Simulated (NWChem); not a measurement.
GeSiH4, singlet; SMILES [SiH3][GeH]

Computed with NWChem. Low-valent species are run as closed-shell singlets; no triplet was tried in these runs. The geometry was optimised at PBE0/def2-SVP. Vertical excitations in the gas phase; the lowest state need not have the same character in each row.

For level LDA (Slater exchange, VWN5)/def2-SVP, full TDDFT:

```yaml
orbital gap (eV): 1.43
```

How do the values read with level B3LYP/def2-SVP, full TDDFT instead?


| Property | Value |
|---|---|
| orbital gap (eV) | 2.93 |
